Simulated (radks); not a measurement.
Spin polarisation of the 5d4 shell in the tungsten ion W2+. Start: [Xe] 4f14 5d(up 2, down 2); electrons of 5d are moved from spin down to spin up, other shells keep equal spins. Calculated with a radial shooting solver on a logarithmic mesh with Libxc functionals: scalar-relativistic Kohn-Sham, BLYP, spin-polarised, spherical densities, finite nucleus; Fermi nuclear charge, rms radius of each element as measured or else 0.836 A^(1/3) + 0.57 fm.

[
 {"moment (Bohr magnetons)": "0", "E - E(0) (eV)": "0.000", "e(5d up) (eV)": "-19.845", "e(5d down) (eV)": "-19.845", "4f down minus up (eV)": "0.000"},
 {"moment (Bohr magnetons)": "1", "E - E(0) (eV)": "-0.157", "e(5d up) (eV)": "-20.135", "e(5d down) (eV)": "-19.510", "4f down minus up (eV)": "0.096"},
 {"moment (Bohr magnetons)": "2", "E - E(0) (eV)": "-0.621", "e(5d up) (eV)": "-20.371", "e(5d down) (eV)": "-19.145", "4f down minus up (eV)": "0.191"},
 {"moment (Bohr magnetons)": "3", "E - E(0) (eV)": "-1.375", "e(5d up) (eV)": "-20.550", "e(5d down) (eV)": "-18.770", "4f down minus up (eV)": "0.286"},
 {"moment (Bohr magnetons)": "4", "E - E(0) (eV)": "-2.394", "e(5d up) (eV)": "-20.682", "e(5d down) (eV)": "-18.382", "4f down minus up (eV)": "0.380"}
]

At moment 4 the spin-polarisation energy is -2.394 eV and the 5d exchange splitting 2.300 eV, that is 0.575 eV per Bohr magneton; E = -I m^2/4 would give I = 0.598 eV.
